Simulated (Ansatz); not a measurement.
Gas-phase reaction in SMILES: CNB(O)O + H+ -> C[NH2+]B(O)O (at N, the best of the heteroatom sites tried; carbon was not tried)

Quantity: proton affinity (enthalpy at 298 K), in kcal/mol. Positive where the reaction releases energy. Set-up: LANL2DZ all-electron up to Ne; non-relativistic; valence correlation only; spin-orbit terms left out; 6-311+G** with 5d; 6-31G* and kin with 6d, 5d where marked. CBS(X,Y): correlation extrapolated as X^-3; Hartree-Fock from the larger set. First-principles rows: single points at B3LYP-D3(BJ) geometries (Ansatz, a program for electronic structure), with unscaled harmonic terms from B3LYP/6-31G* (Ansatz) at its own minima.

Coupled cluster (Ansatz) is a level with limits of its own, used here on species with T1 under 0.025 (0.045 for open shells) and stable references: CCSD(T)/CBS(cc-pVTZ,cc-pVQZ).

Value to compare with, CCSD(T)/CBS(cc-pVTZ,cc-pVQZ) (Ansatz): 215.1 kcal/mol.

```csv
level,program,proton affinity (enthalpy at 298 K) (kcal/mol),difference
HF/STO-3G,Ansatz,271.0,55.9
HF/3-21G,Ansatz,228.4,13.3
HF/LANL2DZ,Ansatz,218.4,3.3
HF/6-31G*,Ansatz,222.3,7.2
HF/6-311+G**,Ansatz,220.2,5.1
```

Among the 5 habitual levels, HF/STO-3G lies farthest from CCSD(T)/CBS(cc-pVTZ,cc-pVQZ) (Ansatz) (55.9 kcal/mol) and HF/LANL2DZ nearest (3.3); 5 of 5 lie above it, and their mean absolute difference is 17.0 kcal/mol, the median 7.2. One case shows no general order.

The sets are all those run for this method; left out are runs that failed, that the program found above a lower state of the same kind, or whose <S^2> lies over 0.5 above the pure value.
